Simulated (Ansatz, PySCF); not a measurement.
Gas-phase reaction (SMILES): [CH3][Ge]([CH3])([CH3])[NH2] + 4 [H][H] (H2) -> 3 C (CH4) + [GeH4] (GeH4) + N (NH3); energy of full hydrogenation.

Each molecule is optimised on its own at B3LYP-D3(BJ)/def2-TZVP (Ansatz, a program for electronic structure), one conformer each, not searched for the lowest. Valence correlation only, unless marked. No spin-orbit coupling. Frozen are the shells of the preceding noble gas and the d and f shells that filled before the atom's block. Non-relativistic. Basis-set limits of correlation are two-point, X^-3; Hartree-Fock from the larger set. Thermal terms are rigid-rotor harmonic-oscillator values from B3LYP-D3(BJ) frequencies (PySCF) at 298.15 K and 1 atm. 1 Eh = 627.5095 kcal/mol.

```
species                       E, CCSD(T)/CBS(cc-pVTZ,cc-pVQZ) (Ansatz) (Eh)  E, wB97M-V/def2-TZVPD (Ansatz) (Eh)  H - E (Eh)  G - E (Eh)
----------------------------  ---------------------------------------------  -----------------------------------  ----------  ----------
[CH3][Ge]([CH3])([CH3])[NH2]                                    -2251.04065                          -2252.58168     0.14561     0.10059
[H][H] (H2)                                                        -1.17450                             -1.16077     0.01336    -0.00144
C (CH4)                                                           -40.45816                            -40.49098     0.04840     0.02728
[GeH4] (GeH4)                                                   -2077.90558                          -2079.25084     0.03354     0.00887
N (NH3)                                                           -56.50369                            -56.55014     0.03799     0.01614
```

### Question
Work out ΔE and ΔH, ΔG, ΔS and the equilibrium constant at 298.15 K at the first level, then ΔH at the second.

### Answer

1. ΔE = [3×(-40.45816) + (-2077.90558) + (-56.50369)] - [(-2251.04065) + 4×(-1.17450)] = -0.04510 Eh = -28.3 kcal/mol at CCSD(T)/CBS(cc-pVTZ,cc-pVQZ).
2. The terms H - E add up to 0.01768 Eh, so ΔH = (-0.04510 + (0.01768))×627.5095 = -17.2 kcal/mol.
3. The terms G - E add up to 0.01202 Eh, so ΔG = -20.8 kcal/mol, and ΔS = (0.01768 - (0.01202))×627509.5/298.15 = 11.9 cal/(mol K).
4. log10 K = -ΔG/(RT ln 10) = 15.2, with RT ln 10 = 1.3642 kcal/mol.
5. At wB97M-V/def2-TZVPD the same steps give ΔE = -30.8 and ΔH = -19.8 kcal/mol, a shift of -2.6 from the first level.
6. These values are not checked against measurement here, since the tables used lack a sound gas-phase enthalpy of formation for at least one species.
